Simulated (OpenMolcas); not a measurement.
Mn⁵⁺: the spin-orbit constant, Racah parameters, worked from levels

```yaml
Program: OpenMolcas
Basis: ANO-R2 [7s4p4d2f1g]
Scalar_Hamiltonian: X2C, finite nucleus
Active_space: 8 electrons in 8 orbitals (RAS1 3p, at most 2 holes; RAS2 3d)
State_averaging: 2S+1 = 3 even, 10 roots; 2S+1 = 1 even, 15 roots
Spin-orbit_coupling: state interaction with AMFI integrals over the reference wave functions, term energies averaged over their components
```

Methods: RASSCF; SS-RASPT2, IPEA 0.25 Eh, imaginary shift 0.1 Eh (closed shells correlated: 3s). Measured levels: Corliss and Sugar, J. Phys. Chem. Ref. Data 6, 1253 (1977).

**The spin-orbit constant.** For the Hund term 3F of d2, E(J) = (A/2) J(J+1) + constant and ζ = 2S·A = 2A. From J = 2 to J = 4 the energy changes by 7 A.

```tsv
Source	E(4) - E(2)	A	ζ
RASSCF	1736.3	248.0	496
SS-RASPT2	1738.2	248.3	497
measured	1669.0	238.4	477
```

All in cm-1. SS-RASPT2 is off by +4.1 % and RASSCF by +4.0 %. Both methods take the spin-orbit matrix elements from the reference wave functions, so the second can move ζ only through the term energies and any multistate remixing. Second-order mixing with other terms is absorbed into this ζ.

**Racah parameters.** Above 3F, d2 has 3P at 15B, 1G at 12B + 2C and 1D at 5B + 2C. The first two fix B and C, and the third tests them; where it misses by thousands of cm-1, two parameters do not describe the configuration (Trees and configuration-interaction terms are left out) and B and C hang on the terms chosen. Term energies are centres of gravity, weighted by 2J + 1.

```
   Source     3P     1G     B     C   C/B  1D from B, C  1D found
   RASSCF  20161  28415  1344  6143  4.57         19006     16139
SS-RASPT2  18143  25042  1210  5264  4.35         16578     14635
 measured  17380  24547  1159  5322  4.59         16439     14372
```

Energies in cm-1. From RASSCF to SS-RASPT2, B changes by -10.0 % and C by -14.3 %. Against the measured terms, SS-RASPT2 has B off by +4.4 % and C by -1.1 %.

CASPT2 does not keep the components of a term degenerate, so their means are used; among the terms shown or strongly mixed into the levels shown the widest spread is 410 cm-1 (3d2 3F, SS-RASPT2). Active for correlation alone: 3p; no level in the range computed is led by a configuration that opens it, so any true level of that kind is missing. Without dynamic correlation excited terms often stand tens of per cent too high (terms of higher spin than the ground term too low), and those without a measured partner can miss by more than the paired ones (holds for RASSCF). Measured partners are found by configuration, term and J. A level has none where our copy of the source lacks it or the pairing is in doubt (some pairs that miss far off the trend of their configuration count as doubtful), and it then counts in no deviation. Levels of configurations outside the active space are missing.
